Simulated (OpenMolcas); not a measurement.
GaCl (SMILES [Cl][Ga]): the electronic atomisation energy, rung by rung

GaCl has 2 atoms, charge 0, and is taken as a singlet. As SMILES, `[Cl][Ga]`. The coordinates come from a PBE0-D4/def2-TZVP relaxation.

```xyz
2

Cl    0.0000    0.0000   -0.0236
Ga    0.0000    0.0000    2.1922
```

Quantity: the electronic atomisation energy, in eV. The values are calculated. Electronic energies at fixed atoms, without zero-point motion or spin-orbit coupling.

```csv
level,kind,program,value (eV),less CCSD(T)/cc-pVTZ,CPU time (all runs)
HF/cc-pVTZ,Hartree–Fock,OpenMolcas,3.61,-1.14,14 s
SVWN5/cc-pVTZ,LDA,OpenMolcas,5.56,+0.81,22 s
BLYP/cc-pVTZ,GGA,OpenMolcas,4.73,-0.02,41 s
M06-L/cc-pVTZ,meta-GGA,OpenMolcas,5.14,+0.39,51 s
BHLYP/cc-pVTZ,global hybrid,OpenMolcas,4.57,-0.18,27 s
"CCSD(T)/cc-pVTZ, open shells restricted",coupled cluster or CI,OpenMolcas,4.75,0.00,36 s
```

CCSD(T)/cc-pVTZ, open shells restricted is the highest level here, not the true value. All-electron rows without a relativistic Hamiltonian named are non-relativistic. The values span 3.61 to 5.56 eV. In the correlated wave-function rows the outer d shell of Ga is correlated, in sets not made for it. CPU times are rough (shared hosts, several kinds of processor): they show what a rung costs within a factor of a few.
